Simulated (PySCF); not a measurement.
C₆ coefficients of unlike pairs at M06-L

Calculated with PySCF 2.14 from the dipole response of each species, C₆(A,B) = (3/π) ∫ α_A(iu) α_B(iu) du, in atomic units, from isotropic polarisabilities. For ions this is the dispersion term alone; charge-induced terms of lower order in 1/R come first.

| species | configuration | basis | relativity | α (bohr³) | C₆ (like pair) |
| --- | --- | --- | --- | --- | --- |
| Ti⁺ | [Ar] 3d2 4s1 (4F) | aug-cc-pVTZ-DK (8s7p5d3f2g) | spin-free X2C | 48.89 | 319.0 |
| Tl⁺ | [Xe] 4f14 5d10 6s2 (1S) | def2-QZVPPD with the def2 core potential (60 electrons) (8s6p5d4f1g) | core potential | 21.29 | 173.2 |
| Re²⁺ | [Xe] 4f14 5d5 (6S) | def2-TZVPPD with the def2 core potential (60 electrons) (6s5p3d2f1g) | core potential | 10.85 | 67.63 |
| Mn³⁺ | [Ar] 3d4 (5D) | aug-cc-pwCVTZ-DK (10s9p7d4f3g) | spin-free X2C | 1.931 | 4.868 |

**Question.** Estimate C₆ for Mn³⁺ with Re²⁺.

**Answer.** The integral gives 17.18. The combination rule 2 C_A C_B / (C_A α_B/α_A + C_B α_A/α_B) gives 16.72 and the geometric mean 18.14.

No spin-orbit coupling is included.

The other pairs:

```tsv
pair	C₆
Re²⁺, Ti⁺	121.3
Mn³⁺, Ti⁺	26.11
Re²⁺, Tl⁺	106.8
Mn³⁺, Tl⁺	25.93
Tl⁺, Ti⁺	211.6
```
